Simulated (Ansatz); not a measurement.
A nudged elastic band was laid between two geometries of CH8GeSSi (12 atoms, charge 0, multiplicity 1).

Level of theory: RKS PBE-D4/def2-SVP (Ansatz).

```
movable images  : 2
climbing image  : yes
spring          : 5.0 eV/Å²
optimiser       : quadratic models (default)
start path      : through a guess of the saddle point
force threshold : 0.05 eV/Å
iteration limit : 60
end points      : relaxed
```

Initial state:

```xyz
12
Properties=species:S:1:pos:R:3
Si -0.629 2.407 0.421
S -1.204 0.394 -0.088
C 0.449 -0.411 -0.024
Ge 0.269 -2.339 -0.449
H -1.892 3.220 0.413
H 0.014 2.464 1.783
H 0.350 2.966 -0.579
H 1.139 0.052 -0.760
H 0.895 -0.310 0.987
H -0.328 -2.498 -1.869
H 1.677 -2.990 -0.393
H -0.662 -3.009 0.592
```

Final state:

```xyz
12
Properties=species:S:1:pos:R:3
Si -0.603 2.379 0.590
S -1.081 0.278 0.610
C 0.419 -0.377 -0.232
Ge 0.274 -2.346 -0.417
H -1.757 3.079 1.250
H 0.670 2.661 1.345
H -0.430 2.887 -0.818
H 0.526 0.067 -1.244
H 1.331 -0.141 0.353
H 1.550 -2.868 -1.129
H 0.155 -2.987 0.987
H -0.978 -2.690 -1.262
```

Problem. What changes between the two ends?

Solution. No bond is made or broken. The dihedral S2–C3–Ge4–H12 goes from -60 to 60°. The two ends are copies of one structure, up to a mirror image or an exchange of like atoms.

Problem. Give the energies along the band, and the barrier.

Solution. It converged. The highest image is number 2 of 0 to 3, 0.045 eV above the ends, which have the same energy within 2 meV. The order of the stationary point at the top wasn't checked. So few images can step over the top or miss a turn of the path.

```json
{"image": "0", "path coordinate (Å)": "0.00", "energy (eV)": "0.000", "dihedral S2–C3–Ge4–H12 (°)": "-60"}
{"image": "1", "path coordinate (Å)": "1.28", "energy (eV)": "0.029", "dihedral S2–C3–Ge4–H12 (°)": "-26"}
{"image": "2", "path coordinate (Å)": "2.57", "energy (eV)": "0.045", "dihedral S2–C3–Ge4–H12 (°)": "12"}
{"image": "3", "path coordinate (Å)": "4.30", "energy (eV)": "0.000", "dihedral S2–C3–Ge4–H12 (°)": "60"}
```

Problem. What is the geometry of the highest image?

Solution. 
```xyz
12
Properties=species:S:1:pos:R:3
Si -0.619 2.381 0.554
S -1.198 0.313 0.382
C 0.415 -0.371 -0.186
Ge 0.284 -2.344 -0.426
H -1.852 3.144 0.948
H 0.455 2.569 1.595
H -0.089 2.897 -0.759
H 0.704 0.086 -1.155
H 1.211 -0.156 0.555
H 0.900 -2.737 -1.796
H 1.067 -3.064 0.705
H -1.202 -2.775 -0.383
```

The band took 6 iterations and of the order of 70 core-seconds.

The run took 37 s on 2 threads of Arm Neoverse V1, on a shared host, peak memory 0.17 GiB.
